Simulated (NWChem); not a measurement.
SnH$_{4}$S; SMILES [SH][SnH3]

Program: NWChem. Structure relaxed at the PBE-D3(BJ)/def2-SVP level. def2 effective core potentials on Sn; no spin-orbit coupling. Level B3LYP/def2-SVP: energy and gradient on several grids; changes count from the extra-fine grid, which is no exact limit either.

Problem. Which is the coarsest grid (fine; coarse; medium; xcoarse; xfine) from which on the energy stays within 500 μHa and each gradient component within 500 μHa/bohr of xfine?

Solution. medium.
```tsv
grid	size of the energy change (μHa)	largest change of a gradient component (μHa/bohr)	time, medium = 1 (rough)
xcoarse	4000	10000	about 1
coarse	100	1000	about 1
medium	40	90	about 1
fine	< 10	< 30	about 1
xfine	< 10	< 30	2
```
